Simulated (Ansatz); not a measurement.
A set of 12 reactions (ligand exchange), with CCSD(T)/CBS values in kJ/mol:

```json
{"reaction": "`BO[SiH2][GeH3]` + `C[NH][InH2]` → `C[N]([GeH3])[InH2]` + `BO[SiH3]`", "ΔE": "-0.4"}
{"reaction": "`[NH2][Al]([F])[SH]` + `N[SiH3]` → `[NH2][Al]([F])[NH][SiH3]` + H₂S", "ΔE": "8.9"}
{"reaction": "`[NH2][GeH3]` + H–F → `[F][GeH3]` + NH₃", "ΔE": "-52.9"}
{"reaction": "`O[SiH2][AlH][F]` + H₂Se → `[F][AlH][SeH]` + `O[SiH3]`", "ΔE": "-135.2"}
{"reaction": "`O=C[O][GeH3]` + `OB(O)O` → `OB(O)[O][GeH3]` + `O=CO`", "ΔE": "5.7"}
{"reaction": "`NC[SiH2]N` + `C=CS` → `C=CS[SiH2]N` + CH₃NH₂", "ΔE": "-77.5"}
{"reaction": "`[BH2][GaH][SiH2]C` + `OB(O)O` → `C[SiH2]OB(O)O` + `[BH2][GaH2]`", "ΔE": "-79.0"}
{"reaction": "`C[O][GeH]([F])[AlH2]` + H–F → `C[O][GeH]([F])[F]` + `[AlH3]`", "ΔE": "-44.8"}
{"reaction": "`O[Si@H](F)N[Si@H](O)Cl` + `O[SiH](O)S` → `O[SiH](O)S[SiH](O)F` + `N[SiH](O)Cl`", "ΔE": "5.9"}
{"reaction": "`[CH3][K]` + CH₃OH → `C[O][K]` + CH₄", "ΔE": "-172.5"}
{"reaction": "`[NH2][AlH][SiH]1[SiH2]S1` + HCl → `[NH2][AlH][Cl]` + `[SiH2]1[SiH2]S1`", "ΔE": "-139.9"}
{"reaction": "`C[N](C)[Sn][OH]` + CH₃OH → `C[O][Sn][OH]` + `CNC`", "ΔE": "-25.9"}
```

Isolated molecules relaxed with PBE0-D4/def2-TZVP in Ansatz; ΔE leaves out vibrations. CBS: MP2 limit from def2 TZ/QZ plus the TZ coupled-cluster correction, frozen cores. This one scheme is used for every species. Functionals use def2-TZVPP. B3LYP here is the variant with VWN-RPA as its local correlation; programs differ in this. Elements past krypton have def2 core potentials. For Ga, Ge, In, K, Se, Sn outer-core shells are correlated without core-valence functions, which leaves a few kJ/mol of doubt a bond. Scalar relativity is left out up to krypton. Each species was taken in one conformer, which may not be the lowest.

(1) Give the mean, mean absolute and largest difference (level minus CCSD(T)/CBS, kJ/mol) for: PBE-D4, r2SCAN-D4, B3LYP-D4, PBE0, B3LYP, HF/def2-TZVPP, MP2/def2-TZVPP, SCS-MP2/def2-TZVPP, CCSD/def2-TZVPP, MP2/def2-QZVPP, SCS-MP2/def2-QZVPP, HF/CBS(def2), MP2/CBS(def2), CCSD/CBS(def2). (An estimate is asked.)

The largest T1 diagnostic in the set is 0.017, for `C[O][Sn][OH]` (customary mark 0.02).

CCSD(T)/CBS is a level of theory with its own doubt, and the functionals carry their triple-zeta basis error, so these figures describe this set and don't rank the functionals.

Results:

(1) Ansatz gave: 
```tsv
level	mean	mean absolute	largest
PBE-D4	8.0	10.9	22.6
r2SCAN-D4	-0.9	4.9	12.9
B3LYP-D4	0.1	3.6	-10.6
PBE0	4.7	7.4	19.6
B3LYP	-0.7	6.0	-15.0
HF/def2-TZVPP	-11.0	13.8	-34.6
MP2/def2-TZVPP	-3.1	4.2	-10.9
SCS-MP2/def2-TZVPP	-4.8	5.6	-16.5
CCSD/def2-TZVPP	-0.7	4.0	-10.3
MP2/def2-QZVPP	-3.7	4.5	-10.7
SCS-MP2/def2-QZVPP	-5.5	5.8	-13.6
HF/CBS(def2)	-12.2	14.9	-37.5
MP2/CBS(def2)	-3.5	4.9	-11.8
CCSD/CBS(def2)	-1.1	2.1	-5.2
```
